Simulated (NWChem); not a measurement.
Species: BeSiH₃OCl; SMILES [Be]([O][SiH3])[Cl]

```xyz
7

Be    -0.0326     0.7982     0.0038
Cl    -0.0698     2.6084     0.0168
O     -0.0043    -0.6101    -0.0062
Si     0.0315    -2.2629    -0.0146
H     -0.8327    -2.7822    -1.1156
H     -0.4710    -2.7862     1.2902
H      1.4315    -2.7362    -0.2260
```
Atoms are numbered in this order, from 1.

Structure relaxed at the PBE0/def2-SVP level.

Problem. Give the principal values of the shielding tensors (ppm) of Be1, Cl2, O3, Si4 from PBE/pcSseg-1, GIAO (NWChem), with their diamagnetic and paramagnetic parts as GIAO splits them.

Solution. 
| atom | σ11 | σ22 | σ33 | isotropic | diamagnetic | paramagnetic |
|---|---|---|---|---|---|---|
| Be1 | 69.6 | 69.6 | 165.5 | 101.5 | 149.4 | -47.8 |
| Cl2 | 950.6 | 950.6 | 1146.1 | 1015.8 | 1148.7 | -132.9 |
| O3 | 271.1 | 271.2 | 344.4 | 295.6 | 395.2 | -99.7 |
| Si4 | 330.0 | 330.1 | 460.5 | 373.5 | 880.0 | -506.5 |
